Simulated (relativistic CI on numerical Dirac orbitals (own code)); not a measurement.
# d2 in a ligand field

Computed with a parametric ligand-field model of a d^n configuration (Racah B and C, spin-orbit zeta, crystal field), exact diagonalisation.

Field parameters in Wybourne normalisation: Oh B⁴₀ = 21Dq, B⁴₄ = √(5/14) B⁴₀. The field is a parameter set, without covalency, and values of 10Dq over about 45,000 cm⁻¹ lie beyond real compounds.

B = 980 cm⁻¹, C = 4440 cm⁻¹ (C/B = 4.53), Oh, no spin-orbit coupling. Tanabe-Sugano data, E/B above the lowest term (Δ = |10Dq|; b, c mark the second and third term of a kind):

| Δ/B | 3T1 | 3T2 | 3A2 | 1T2 | 1E | 1A1 |
| --- | --- | --- | --- | --- | --- | --- |
| 1.0 | 0.00 | 0.81 | 1.81 | 14.41 | 14.87 | 22.04 |
| 3.0 | 0.00 | 2.49 | 5.49 | 14.94 | 15.77 | 23.87 |
| 5.0 | 0.00 | 4.22 | 9.22 | 15.28 | 16.10 | 25.52 |
| 7.0 | 0.00 | 6.00 | 13.00 | 15.48 | 16.20 | 26.96 |
| 9.0 | 0.00 | 7.82 | 16.82 | 15.59 | 16.20 | 28.21 |
| 11.0 | 0.00 | 9.66 | 20.66 | 15.64 | 16.17 | 29.28 |
| 13.0 | 0.00 | 11.53 | 24.53 | 15.66 | 16.12 | 30.19 |
| 15.0 | 0.00 | 13.42 | 28.42 | 15.67 | 16.07 | 30.96 |
| 17.0 | 0.00 | 15.32 | 32.32 | 15.66 | 16.02 | 31.62 |
| 19.0 | 0.00 | 17.23 | 36.23 | 15.65 | 15.97 | 32.18 |
| 21.0 | 0.00 | 19.16 | 40.16 | 15.63 | 15.93 | 32.66 |
| 23.0 | 0.00 | 21.09 | 44.09 | 15.62 | 15.88 | 33.07 |
| 25.0 | 0.00 | 23.03 | 48.03 | 15.60 | 15.85 | 33.43 |
| 27.0 | 0.00 | 24.97 | 51.97 | 15.58 | 15.81 | 33.74 |
| 29.0 | 0.00 | 26.92 | 55.92 | 15.56 | 15.78 | 34.01 |
| 31.0 | 0.00 | 28.88 | 59.88 | 15.55 | 15.75 | 34.25 |
| 33.0 | 0.00 | 30.84 | 63.84 | 15.53 | 15.72 | 34.46 |
| 35.0 | 0.00 | 32.80 | 67.80 | 15.52 | 15.69 | 34.65 |
| 37.0 | 0.00 | 34.77 | 71.77 | 15.50 | 15.67 | 34.82 |
| 39.0 | 0.00 | 36.74 | 75.74 | 15.49 | 15.64 | 34.97 |
| 41.0 | 0.00 | 38.71 | 79.71 | 15.47 | 15.62 | 35.11 |
| 43.0 | 0.00 | 40.68 | 83.68 | 15.46 | 15.60 | 35.24 |
| 45.0 | 0.00 | 42.66 | 87.66 | 15.45 | 15.59 | 35.35 |
| 47.0 | 0.00 | 44.64 | 91.64 | 15.44 | 15.57 | 35.45 |

The ground term stays 3T1.
